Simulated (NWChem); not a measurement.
System meant: ZnHSeBr; SMILES [SeH][Zn][Br]

The following NWChem deck was run.

```
start job
memory heap 200 mb stack 900 mb global 1100 mb
geometry units angstroms noautoz
  Zn     0.036721     0.092167     0.000170
  Br    -0.146975    -2.141647    -0.000679
  Se     0.237097     2.366820     0.001094
  H     -1.229958     2.506780    -0.008232
end
basis spherical
  * library def2-svp
end
dft
  odft
  mult 2
  xc b3lyp
  iterations 150
  mulliken
end
task dft energy
```

End of the output:

```
                                 NWChem DFT Module
                                 -----------------

 Summary of "ao basis" -> "ao basis" (spherical)
 ------------------------------------------------------------------------------
       Tag                 Description            Shells   Functions and Types
 ---------------- ------------------------------  ------  ---------------------
 Zn                         def2-svp                11       31   5s3p2d1f
 Br                         def2-svp                12       32   5s4p3d
 Se                         def2-svp                12       32   5s4p3d
 H                          def2-svp                 3        5   2s1p

 Summary of "ao basis" -> "ao basis" (spherical)
 ------------------------------------------------------------------------------
       Tag                 Description            Shells   Functions and Types
 ---------------- ------------------------------  ------  ---------------------
 Zn                         def2-svp                11       31   5s3p2d1f
 Br                         def2-svp                12       32   5s4p3d
 Se                         def2-svp                12       32   5s4p3d
 H                          def2-svp                 3        5   2s1p

      Symmetry analysis of basis
      --------------------------

        a'         69
        a"         31

  number of electrons :                  100
  multiplicity        :                    2
 ------------------------------------------------------------------------
  no. of electrons and multiplicity not compatible                 100
 ------------------------------------------------------------------------
 ------------------------------------------------------------------------
  current input line :
    19: task dft energy
 ------------------------------------------------------------------------
 ------------------------------------------------------------------------
 There is an error in the input file
 ------------------------------------------------------------------------
 For more information see the NWChem manual at https://nwchemgit.github.io

0: no. of electrons and multiplicity not compatible:Received an Error in Communication
```

Problem. Can this run be used? If not, why, and what is the fix?

Solution. The program refused the input. Cause: the multiplicity doesn't fit the number of electrons (an even count wants an odd multiplicity, and the reverse). This input runs:
```
start job
memory heap 200 mb stack 900 mb global 1100 mb
geometry units angstroms noautoz
  Zn     0.036721     0.092167     0.000170
  Br    -0.146975    -2.141647    -0.000679
  Se     0.237097     2.366820     0.001094
  H     -1.229958     2.506780    -0.008232
end
basis spherical
  * library def2-svp
end
dft
  xc b3lyp
  iterations 150
  mulliken
end
task dft energy
```
It converges to -6755.04869 Ha (B3LYP/def2-SVP).
